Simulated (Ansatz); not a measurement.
`[NH2][AlH][SiH2]S` + `O[SiH2][SiH3]` → `[SiH3][SiH2]O[SiH2]S` + `[NH2][AlH2]`  (cleavage of the Si–Al bond)

Computed with Ansatz on PBE0-D4/def2-TZVP structures; ΔE is electronic, products minus reactants. CCSD(T)/CBS adds triple-zeta CCSD(T) − MP2 to the extrapolated MP2 energy (def2 sets, frozen cores). This one scheme is used for every species. Functionals use def2-TZVPP. Each species was taken in one conformer, which may not be the lowest.

```json
{"level": "PBE0-D4", "ΔE (kJ/mol)": "-98.4", "difference from CCSD(T)/CBS": "16.6"}
{"level": "ωB97X-V", "ΔE (kJ/mol)": "-115.0", "difference from CCSD(T)/CBS": "0.0"}
{"level": "ωB97M-V", "ΔE (kJ/mol)": "-120.6", "difference from CCSD(T)/CBS": "-5.6"}
{"level": "B2PLYP", "ΔE (kJ/mol)": "-116.2", "difference from CCSD(T)/CBS": "-1.2"}
{"level": "PBE", "ΔE (kJ/mol)": "-84.2", "difference from CCSD(T)/CBS": "30.8"}
{"level": "r2SCAN", "ΔE (kJ/mol)": "-107.7", "difference from CCSD(T)/CBS": "7.3"}
{"level": "SCS-MP2/def2-TZVPP", "ΔE (kJ/mol)": "-125.3", "difference from CCSD(T)/CBS": "-10.3"}
{"level": "CCSD/def2-TZVPP", "ΔE (kJ/mol)": "-116.9", "difference from CCSD(T)/CBS": "-1.9"}
{"level": "HF/def2-QZVPP", "ΔE (kJ/mol)": "-135.8", "difference from CCSD(T)/CBS": "-20.8"}
{"level": "CCSD/CBS(def2)", "ΔE (kJ/mol)": "-117.3", "difference from CCSD(T)/CBS": "-2.3"}
{"level": "CCSD(T)/CBS", "ΔE (kJ/mol)": "-115.0", "difference from CCSD(T)/CBS": "0"}
```

Largest T1 diagnostic among the species: 0.013.

From PBE to PBE0 (25 % exact exchange), in def2-TZVPP and without D4, ΔE moves by −8.8 kJ/mol. The D4 term adds −9.3 kJ/mol with B3LYP and −5.4 kJ/mol with PBE0; it sums over pairs of atoms, weighted by their polarisabilities, and B3LYP, whose exchange is more repulsive, gets the larger term.

B3LYP here is the variant with VWN-RPA as its local correlation; programs differ in this.
